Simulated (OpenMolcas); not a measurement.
V2+ (d3) in a complex was computed by CASSCF with the d shell active (OpenMolcas, ANO-RCC-VTZP on the metal). Its lowest spin-free states, and all those of the highest spin:

```json
{"2S+1": "4", "Degeneracy": "2", "E (cm-1)": "0.0"}
{"2S+1": "4", "Degeneracy": "1", "E (cm-1)": "980.6"}
{"2S+1": "4", "Degeneracy": "1", "E (cm-1)": "2719"}
{"2S+1": "4", "Degeneracy": "2", "E (cm-1)": "5910"}
{"2S+1": "2", "Degeneracy": "1", "E (cm-1)": "9922"}
{"2S+1": "4", "Degeneracy": "1", "E (cm-1)": "10075"}
{"2S+1": "2", "Degeneracy": "1", "E (cm-1)": "13059"}
{"2S+1": "2", "Degeneracy": "2", "E (cm-1)": "13951"}
{"2S+1": "2", "Degeneracy": "2", "E (cm-1)": "15474"}
{"2S+1": "2", "Degeneracy": "1", "E (cm-1)": "15767"}
{"2S+1": "2", "Degeneracy": "1", "E (cm-1)": "16486"}
{"2S+1": "4", "Degeneracy": "2", "E (cm-1)": "17314"}
{"2S+1": "4", "Degeneracy": "1", "E (cm-1)": "18617"}
```

Q: Is the site octahedral, tetrahedral or cube-like, axial, or of lower symmetry?

A: The states with 2S+1 = 4 have orbital degeneracies 2, 1, 1, 2, 1, 2, 1. There are pairs but no triples, so the site is axial: not cubic, but with a proper or improper axis of order three or more. The run had V2+ with 4 ligands (water) in tetrahedral coordination (D2d) at 2.02 Å. Ligand basis ANO-RCC-VDZP.

An orbital doublet at a regular site is open to a Jahn-Teller distortion, which this geometry leaves out. Without dynamic correlation the repulsion within the d shell is too large (B by tens of per cent), so at a given field states of lower spin stand too high. Ligand-to-metal charge-transfer states are missing. With no ligand orbital active B as a rule stays too high, so bands that hang on it stand too high and its fall with covalency is understated. With metal d orbitals alone and no dynamic correlation the field as a rule comes out too small, by tens of per cent, by up to half for chloride and softer ligands. No measured value stands beside these numbers; the geometry was imposed, not optimised, and the real ion may take another.
